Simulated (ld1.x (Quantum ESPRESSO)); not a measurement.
## Before and after: RRKJ potential for scandium

```json
{
  "Element": "Sc",
  "Generator": "ld1.x (Quantum ESPRESSO) 7.5",
  "Type": "norm-conserving RRKJ (Kleinman–Bylander form)",
  "Functional": "revPBE",
  "Relativity": "scalar-relativistic",
  "Frozen core": "[Ne] 3s2",
  "Valence charge": "9",
  "Reference configuration": "3p6 3d1 4s1 4p0 (charge +1)",
  "Partial waves": "3p (bound): rc 1.85 bohr; 3d (bound): rc 2.75 bohr; 4s (bound): rc 2.50 bohr",
  "Local potential": "the s channel",
  "Core correction": "Bessel-smoothed model core inside 1.20 bohr"
}
```

Change: core correction none.

Cutoffs: the cutoffs (Ry, on a coarse ladder) from which the occupation-weighted sum of valence levels, in a spherical-Bessel basis at the reference potential, stays within 10 and 1 mRy of its value at 400 Ry; they do not see the model core or the augmentation charge, which bear on the density cutoff. Errors are all-electron minus pseudo energies relative to the spin-unpolarised reference configuration.

Task: Predict the effect on cutoff, ghosts and configuration errors.

Result: The potential gets neither clearly harder nor softer (35 Ry and 40 Ry → 35 Ry and 40 Ry); of the 7 tests that both files solve, the error grows in 4 and shrinks in 1 by more than 15 % and 0.3 meV (median size 16.4 → 16.8 meV); neither file shows a bound ghost at the reference potential, the only one tested.

| quantity | base | changed |
| --- | --- | --- |
| cutoff, loose | 35 Ry | 35 Ry |
| cutoff, tight | 40 Ry | 40 Ry |
| bound ghosts | none | none |
| error for 3p6 3d1 4s2 4p0, meV [ΔE -6.83 eV] | -0.3 | +3.7 |
| error for 3p6 3d1 4s0 4p0, meV [ΔE 12.64 eV] | -16 | +7.7 |
| error for 3p6 3d0 4s0 4p0, meV [ΔE 37.44 eV] | +472 | +579 |
| error for 3p6 3d1.5 4s1.5 4p0, meV [ΔE -6.15 eV] | +12 | +17 |
| error for 3p6 3d1 4s0 4p1, meV [ΔE 3.38 eV] | -763 | -754 |
| error for 3p6 3d1 4s0 4p2, meV [ΔE -1.24 eV] | -1008 | -1001 |
| error for 3p6 3d1 4s1.5 4p0, meV [ΔE -4.10 eV] | -0.3 | +1.3 |
| s: phases at 3.00 bohr within 0.05 rad from the reference energy up to (Ry; the scan ends near 5) | 1.1 | 1.1 |
| p: phases at 3.00 bohr within 0.05 rad from the reference energy up to (Ry; the scan ends near 5) | -1.2 | -1.2 |
| d: phases at 3.00 bohr within 0.05 rad from the reference energy up to (Ry; the scan ends near 5) | -0.1 | -0.1 |

Base: These tests converged, but a pseudo level misses the all-electron one widely, so the file describes the atom poorly there or has found another state: 3p6 3d0 4s0 4p0: empty 4p by 2.4 eV (a node warning on the way). Changed file: These tests converged, but a pseudo level misses the all-electron one widely, so the file describes the atom poorly there or has found another state: 3p6 3d0 4s0 4p0: empty 4p by 2.5 eV (a node warning on the way).
